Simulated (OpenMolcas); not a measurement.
# V4+, Nb4+, Ta4+: d down the group

```yaml
Program: OpenMolcas 26.06
Method: RASSCF
Basis: ANO-RCC-VTZP
Scalar_Hamiltonian: DKH2, point nucleus
Spin-orbit_coupling: state interaction with AMFI integrals over the reference wave functions, term energies averaged over their components
```

Active space for each ion: 7 electrons in 8 orbitals (RAS1 p, at most 2 holes; RAS2 d).

Computed levels in cm-1 above ²D_3/2:

| Level | V4+ | Nb4+ | Ta4+ |
| --- | --- | --- | --- |
| ²D_5/2 | 665 | 2069 | 7689 |
| weight of ²D in the lowest level (%) | 100 | 100 | 100 |

Measured, with the error of the calculation in %. Measured levels: V4+ from Sugar and Corliss, J. Phys. Chem. Ref. Data 7, 1191 (1978); Nb4+ from Moore, Atomic Energy Levels, vol. II, NSRDS-NBS 35 (1971 reprint of NBS Circular 467, 1952).

```json
{"Level": "²D_5/2", "V4+": "625 (+6.4)", "Nb4+": "1870 (+10.6)"}
```

The fine-structure level ²D_5/2 changes by a factor of 11.6 from V4+ to Ta4+.

Without dynamic correlation excited terms often stand tens of per cent too high (terms of higher spin than the ground term too low), and those without a measured partner can miss by more than the paired ones. Active for correlation alone: 3p; no level in the range computed is led by a configuration that opens it, so any true level of that kind is missing (holds for V4+). Active for correlation alone: 4p; no level in the range computed is led by a configuration that opens it, so any true level of that kind is missing (holds for Nb4+). Active for correlation alone: 5p; no level in the range computed is led by a configuration that opens it, so any true level of that kind is missing (holds for Ta4+). Computed and measured levels are paired by configuration, term and J; levels that our copy of the source lacks, or whose pairing is in doubt (as where it misses far off the trend of its configuration), stay unpaired and out of the deviations. Only configurations of the active space appear.
